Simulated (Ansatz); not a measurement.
Two isomers of C2H7BFNSi: A = `C=CB(N)[SiH2]F`, B = `C=C([SiH3])NBF`.

Computed with Ansatz on PBE0-D4/def2-TZVP structures; ΔE is electronic, products minus reactants. CCSD(T)/CBS adds triple-zeta CCSD(T) − MP2 to the extrapolated MP2 energy (def2 sets, frozen cores). DFT in def2-TZVPP. B3LYP here is the variant with VWN-RPA as its local correlation; programs differ in this. One conformer a species, not always the lowest.

Problem. Which is lower in electronic energy at CCSD(T)/CBS, and by how much? (Estimate.)

Solution. Computed: A, by 31.1 kJ/mol.

Problem. Give E(B) − E(A) in kJ/mol with B3LYP, PBE-D4, CCSD/def2-TZVPP, CCSD(T)/def2-TZVPP, HF/def2-TZVPP, MP2/def2-TZVPP, ωB97M-V. (Estimate.)

Solution. Ansatz gave: B3LYP 26.3, PBE-D4 23.1, CCSD/def2-TZVPP 27.5, CCSD(T)/def2-TZVPP 26.3, HF/def2-TZVPP 23.1, MP2/def2-TZVPP 24.3, ωB97M-V 21.9. None reverses the order clearly.

Largest T1 diagnostic: 0.013.
